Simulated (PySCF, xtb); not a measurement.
ScBr3, SMILES [Br][Sc]([Br])[Br].

Harmonic wavenumbers (cm⁻¹) from GFN2-xTB (xtb) at its own minimum, in rising order: 27, 27, 39, 166, 326, 326.

### Question
What does PBE-D3(BJ)/def2-SVP (PySCF) give at its own minimum? (Estimate from the structure and the level; the computed values follow.)

### Answer
42, 56, 56, 207, 381, 381. Paired by order, the mean absolute difference is 35 cm⁻¹ and the zero-point energies are 1.3 and 1.6 kcal/mol.
